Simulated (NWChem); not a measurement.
# C4H4O2; SMILES O=C1C=COC1

```xyz
10

O     -0.0444     2.0815     0.0000
C      0.0390     0.8665     0.0000
C      1.2090    -0.0112     0.0000
C      0.7513    -1.2815     0.0000
O     -0.5910    -1.4322     0.0000
C     -1.1584    -0.1046     0.0000
H      2.2409     0.3083     0.0000
H      1.2989    -2.2175     0.0000
H     -1.7804     0.0101    -0.8925
H     -1.7804     0.0101     0.8925
```
Atoms are numbered in this order, from 1.

Structure relaxed at the B3LYP/6-31G* (spherical d) level.

**Question.** Give the principal values of the shielding tensors (ppm) of O1, C2, C3, C4, O5 from BHandHLYP/pcSseg-1, GIAO (NWChem), with their diamagnetic and paramagnetic parts as GIAO splits them.

**Answer.** 
| atom | σ11 | σ22 | σ33 | isotropic | diamagnetic | paramagnetic |
|---|---|---|---|---|---|---|
| O1 | -811.3 | -351.2 | 397.5 | -255.0 | 405.1 | -660.1 |
| C2 | -113.2 | -28.9 | 70.4 | -23.9 | 246.2 | -270.0 |
| C3 | -13.5 | 79.1 | 148.8 | 71.5 | 254.7 | -183.2 |
| C4 | -127.6 | 11.5 | 99.5 | -5.5 | 252.1 | -257.6 |
| O5 | 34.3 | 220.8 | 263.5 | 172.9 | 394.6 | -221.8 |
